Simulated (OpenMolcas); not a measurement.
# neutral indium: effect of the basis set

```
Program             : OpenMolcas
Method              : CASSCF
Active space        : 3 electrons in 4 orbitals (5s 5p)
State averaging     : 2S+1 = 4 odd, 1 root (0 in the spin-orbit step); 2S+1 = 2 odd, 3 roots; 2S+1 = 4 even, 3 roots; 2S+1 = 2 even, 5 roots
Spin-orbit coupling : RASSI with atomic mean-field integrals over the reference wave functions, term energies averaged over their components
```

A. ANO-RCC-VDZP [6s5p3d1f], DKH2, point nucleus; cost roughly 14 core-seconds
B. ANO-R1 [6s5p3d1f], X2C, finite nucleus; cost about 7 core-seconds
C. ANO-R2 [7s6p4d2f1g], X2C, finite nucleus; cost of the order of 13 core-seconds
D. ANO-RCC-VTZP [7s6p4d2f1g], DKH2, point nucleus; cost about 9 core-seconds
E. ANO-RCC-VQZP [8s7p5d3f2g], DKH2, point nucleus; cost about 22 core-seconds
F. ANO-R3 [8s7p5d3f2g1h], X2C, finite nucleus; cost roughly 17 core-seconds

Energies in eV above 5s2 5p 2P* 1/2, the measured ground level; measured values from NIST Handbook of Basic Atomic Spectroscopic Data.

```tsv
Level	A	B	C	D	E	F	Measured
5s2 5p 2P* 1/2	0.0000	0.0000	0.0000	0.0000	0.0000	0.0000	0.0000
5s2 5p 2P* 3/2	0.2586	0.2540	0.2523	0.2601	0.2616	0.2626	0.2743
5s 5p2 4P 1/2	3.3200	3.3500	3.3439	3.3315	3.3259	3.3371	4.3367
5s 5p2 4P 3/2	3.4140	3.4438	3.4331	3.4230	3.4197	3.4316	4.4660
5s 5p2 4P 5/2	3.5669	3.5961	3.5781	3.5717	3.5724	3.5853	4.6434
```

Deviations, from unrounded energies. A percentage is the sum of absolute deviations over the sum of measured energies, with the sign that they share, or ± where signs differ.

```csv
Against measurement,Levels,A,B,C,D,E,F
mean absolute deviation (cm-1),4,6400,6200,6300,6300,6300,6300
fine structure of the ground term (%),1,-5.8,-7.4,-8.0,-5.2,-4.6,-4.3
other configurations (%),3,-23.4,-22.7,-23.0,-23.2,-23.3,-23.0
```

A, B, C, D, E, F lie about equally close to measurement. The largest miss of B in the table is 5s 5p2 4P 5/2, by -8400 cm-1. The ranking rests on the paired levels alone, and a cruder setting can come out closer through cancelling errors.

Among A to F the level of the table that moves most is 5s 5p2 4P 1/2, by 240 cm-1 (lowest in A, highest in B).

Some high roots are left out of the spin-orbit mixing, which shifts the levels that they would mix with. Without dynamic correlation excited terms often stand tens of per cent too high (terms of higher spin than the ground term too low), and those without a measured partner can miss by more than the paired ones. Terms of s pⁿ other than that of highest spin mix with s² pⁿ⁻² d, which this space lacks; all of them can be thousands of cm-1 off, and some have no real level of that name. Measured partners are found by configuration, term and J. A level has none where our copy of the source lacks it or the pairing is in doubt (some pairs that miss far off the trend of their configuration count as doubtful), and it then counts in no deviation. Levels of configurations outside the active space are missing. Levels that lie high or do not pair safely by name in every column are left out.

* marks odd parity.
